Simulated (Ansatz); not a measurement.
SiCl3(NiPr2) (C₆H₁₄Cl₃NSi). The state is a singlet with charge 0. Geometry r2SCAN-D4/def2-SVP.

```csv
atom,x (Å),y (Å),z (Å)
Si1,1.3569,0.4379,1.6982
Cl2,0.8009,-0.5642,3.4214
Cl3,3.2943,-0.1031,1.2652
Cl4,1.3775,2.4388,2.2222
N5,0.2707,0.1428,0.4240
C6,-1.1253,0.5537,0.7133
C7,-1.5999,1.6541,-0.2349
C8,-2.0733,-0.6439,0.7656
C9,0.5294,-0.4901,-0.8855
C10,1.4644,0.3442,-1.7618
C11,0.9863,-1.9435,-0.7531
H12,-1.1134,0.9925,1.7291
H13,-1.6469,1.3002,-1.2775
H14,-2.6094,1.9942,0.0445
H15,-0.9176,2.5163,-0.1910
H16,-2.1558,-1.1424,-0.2137
H17,-1.7186,-1.3803,1.5024
H18,-3.0848,-0.3200,1.0569
H19,-0.4507,-0.5083,-1.3921
H20,2.4786,0.3886,-1.3364
H21,1.0881,1.3743,-1.8589
H22,1.5406,-0.0938,-2.7701
H23,1.0584,-2.4168,-1.7456
H24,1.9762,-2.0102,-0.2770
H25,0.2734,-2.5212,-0.1451
```

B3LYP takes the VWN-RPA correlation. Single mean-field runs in def2-TZVP are fitted with def2-universal-jkfit.

Task: Estimate the orbital energies around the gap (eV) in Ansatz with HF/6-31G, PBE-D4/def2-SVP, r2SCAN-D4/def2-TZVP, r2SCANh-D4/def2-TZVP, B3LYP-D4/6-31G.

Result: 
| orbital | HF/6-31G | PBE-D4/def2-SVP | r2SCAN-D4/def2-TZVP | r2SCANh-D4/def2-TZVP | B3LYP-D4/6-31G |
| --- | --- | --- | --- | --- | --- |
| HOMO−5 | -13.21 | -8.02 | -8.47 | -8.99 | -9.44 |
| HOMO−4 | -12.98 | -7.81 | -8.32 | -8.84 | -9.26 |
| HOMO−3 | -12.87 | -7.65 | -8.19 | -8.71 | -9.10 |
| HOMO−2 | -12.70 | -7.45 | -7.90 | -8.42 | -8.86 |
| HOMO−1 | -12.46 | -7.35 | -7.89 | -8.39 | -8.85 |
| HOMO | -10.53 | -5.55 | -5.92 | -6.42 | -6.84 |
| LUMO | 3.13 | -0.47 | -0.50 | -0.15 | -0.83 |
| LUMO+1 | 4.31 | 0.22 | 0.24 | 0.55 | 0.50 |
| LUMO+2 | 4.90 | 0.69 | 0.77 | 1.03 | 1.21 |
| LUMO+3 | 5.32 | 0.99 | 0.85 | 1.18 | 1.64 |
| LUMO+4 | 5.87 | 1.15 | 0.96 | 1.29 | 2.07 |
| LUMO+5 | 6.69 | 1.48 | 1.57 | 1.84 | 2.74 |
